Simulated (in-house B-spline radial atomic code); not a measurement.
**Ba VII (Ba6+): 2s2 2p6 3s2 3p6 3d10 4s2 4p6 4d10 5s2 5p4 (with a hole in an inner shell)**

Computed with a B-spline radial code for spherical atoms: Dirac-Hartree-Fock, average of configuration, Fermi nucleus of rms radius 4.8378 fm.

Effective charges: Z_r = [3n² - l(l+1)]/(2<r>) from the radius, Z_e = n√(-2ε) from the energy, and Slater's rules. Values are occupation-weighted means over j. An effective charge above Z reflects the relativistic contraction of the inner shells.

```
shell  electrons   ε (eV)  <r> (bohr)    Z_r    Z_e  Slater
   2s          2  -6533.4      0.1065  56.33  43.83   53.55
   2p          6  -5983.5     0.09269  53.95  41.94   53.55
   3s          2  -1518.9      0.2808  48.08  31.70   46.75
   3p          6  -1321.6      0.2761  45.27  29.57   46.75
   3d         10    -1005      0.2525  41.59  25.78   36.85
   4s          2  -387.75      0.6411  37.44  21.35   30.25
   4p          6  -317.06      0.6715  34.25  19.31   30.25
   4d         10  -203.17      0.7325  28.67  15.46   18.85
   5s          2  -114.27       1.445  25.95  14.49   12.95
   5p          4  -93.301       1.578  23.13  13.09   12.95
```

The least bound orbital is 5p3/2 at -92.11 eV, and it is also the most diffuse (<r> = 1.595 bohr).

Spin-orbit splittings of the orbital energies (j = l + 1/2 above j = l - 1/2 when positive): 2p 431.8 eV, 3p 86.92 eV, 3d 19.14 eV, 4p 19.06 eV, 4d 3.548 eV, 5p 3.577 eV.
